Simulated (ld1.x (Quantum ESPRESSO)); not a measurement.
# LDA (PZ) ultrasoft dataset for P, scalar-relativistic all-electron reference.

ld1.x (Quantum ESPRESSO) 7.5 input, shortened:

```
&input
   title='P', zed=15., rel=1, dft='PZ', iswitch=3,
   config='[Ne] 3s2 3p3 3d-2'
 /
 &inputp
   pseudotype=3, tm=.true., lloc=2,
   nlcc=.false.,
   which_augfun='PSQ', rmatch_augfun_nc=.true.
 /
5
3S  1  0   2.00   0.00  1.35  1.55  0.0
3S  1  0   0.00  -0.50  1.35  1.55  0.0
3P  2  1   3.00   0.00  1.50  1.80  0.0
3P  2  1   0.00   0.05  1.50  1.80  0.0
3D  3  2  -2.00   0.30  1.60  1.60  0.0
 &test
   configts(1)='3s2 3p3'
 /
```

All-electron outer shells of the reference configuration (LDA (PZ), scalar-relativistic, ld1.x):

| shell | level (eV) | outermost node (bohr) | outermost maximum (bohr) |
| --- | --- | --- | --- |
| 2s | -173.14 | 0.14 | 0.42 |
| 2p | -124.52 | – | 0.35 |
| 3s | -14.02 | 0.66 | 1.56 |
| 3p | -5.60 | 0.64 | 1.83 |

Problem. Does the generator finish with these settings?

Solution. Yes, a potential is produced and its reference levels are reproduced.

Problem. Estimate the cutoffs (Ry, on a coarse ladder) from which the occupation-weighted sum of valence levels, in a spherical-Bessel basis at the reference potential, stays within 10 and 1 mRy of its value at 400 Ry.

Solution. 15 Ry and 25 Ry.

Problem. Does the potential have ghost states?

Solution. No extra level below or beside the all-electron valence levels (s, p, d, f tested).

Problem. Is the overlap operator S = 1 + Σ q|β⟩⟨β| positive definite (Bessel basis up to 400 Ry)?

Solution. Yes: its lowest eigenvalue is 0.43 (s channel).

Problem. Tests: 3s2 3p2; 3s2 3p1; 3s2 3p0; 3s1 3p3; 3s0 3p5; 3s2 3p3.3; 3s1 3p4. Which has the largest error in its energy relative to the reference configuration, and how large is it?

Solution. 3s2 3p0, with +99 meV (all-electron minus pseudo) on +58.96 eV.
